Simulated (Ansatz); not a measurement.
(HfO2)n: r2SCAN-D4/def2-TZVP single points in Ansatz on relaxed structures, gas phase. Each cluster is the lowest isomer that a short search found in that spin, judged at the geometry's level, and lower ones may exist. Core potentials for Hf, no spin–orbit coupling. Binding counts from free atoms in the multiplicity of their measured ground term, without zero-point energy. Singlets are spin-restricted. The structures are stationary points that may keep the symmetry of their start. Remarks come from the PBE and PBE0 runs and from stability tests at other levels; not every state was tested. HOMO above LUMO (over both spins in singlets and doublets, within one spin in higher multiplets; at PBE or PBE0), or a gap under 0.15 eV within one spin, warns that the state may not be the lowest or that an electron is smeared out.

```
species  atoms    state            geometry  HOMO (eV)  LUMO (eV)  gap (eV)  vertical IE (eV)  binding per atom (eV)          lowest of the spins relaxed  point group (within 0.1 Å)                                                                                                                                                                    remarks
   HfO2      3  singlet  B3LYP-D4/def2-TZVP      -5.49      -3.73      1.76              8.79                   4.72  singlet, of singlet/triplet/quintet                         C2v                                                                                                                                                                          –
  Hf2O4      6  singlet  r2SCAN-D4/def2-SVP      -6.17      -2.93      3.24              8.79                   5.80  singlet, of singlet/triplet/quintet                         C2h                                                                                                                                                                          –
  Hf3O6      9  singlet     PBE-D4/def2-SVP      -6.07      -3.05      3.02              8.31                   5.98  singlet, of singlet/triplet/quintet                           –  gap within one spin near zero at PBE or PBE0 (+1 doublet), gap within one spin near zero at PBE or PBE0 (triplet), gap within one spin near zero at PBE or PBE0 (quintet)
```

The gap (eV) runs from 1.76 (HfO2) to 3.24 (Hf2O4). The vertical IE (eV) runs from 8.31 (Hf3O6) to 8.79 (HfO2). The binding per atom (eV) runs from 4.72 (HfO2) to 5.98 (Hf3O6).
